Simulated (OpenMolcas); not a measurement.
Nb3+ (d2) in a complex was computed by CASSCF with the d shell active (OpenMolcas, ANO-RCC-VTZP on the metal). Its lowest spin-free states, and all those of the highest spin:

```json
{"2S+1": "3", "Degeneracy": "3", "E (cm-1)": "0.0"}
{"2S+1": "1", "Degeneracy": "2", "E (cm-1)": "10161"}
{"2S+1": "1", "Degeneracy": "3", "E (cm-1)": "10257"}
{"2S+1": "1", "Degeneracy": "1", "E (cm-1)": "23286"}
{"2S+1": "3", "Degeneracy": "3", "E (cm-1)": "25564"}
{"2S+1": "3", "Degeneracy": "3", "E (cm-1)": "33834"}
{"2S+1": "1", "Degeneracy": "3", "E (cm-1)": "35770"}
{"2S+1": "1", "Degeneracy": "3", "E (cm-1)": "37521"}
{"2S+1": "3", "Degeneracy": "1", "E (cm-1)": "53012"}
{"2S+1": "1", "Degeneracy": "2", "E (cm-1)": "62779"}
{"2S+1": "1", "Degeneracy": "1", "E (cm-1)": "72000"}
```

Q: Is the site octahedral, tetrahedral or cube-like, axial, or of lower symmetry?

A: The states with 2S+1 = 3 have orbital degeneracies 3, 3, 3, 1. Threefold states need a cubic site. For d2 at this spin an octahedron puts the threefold T1 below the threefold T2 and a tetrahedron or cube puts the single A2 below the threefold T2, so the site is octahedral. The run had Nb3+ with 6 ligands (fluoride) in octahedral coordination (Oh) at 2.03 Å. A charge of +0.5 e stands 3.2 Å behind each ligand. Ligand basis ANO-RCC-VDZP.

An orbital triplet at a regular site is open to Jahn-Teller coupling, which can distort the site and quench the lowest spin-orbit gaps and is left out. Without dynamic correlation the repulsion within the d shell is too large (B by tens of per cent), so at a given field states of lower spin stand too high. The least metal-like active orbital is 83 % on the metal (Löwdin) and no ligand orbital is active, so the numbers are rough. With metal d orbitals alone the field can be off either way by tens of per cent. Ligand-to-metal charge-transfer states are missing. With no ligand orbital active B as a rule stays too high, so bands that hang on it stand too high and its fall with covalency is understated. No measured value stands beside these numbers; the geometry was imposed, not optimised, and the real ion may take another.
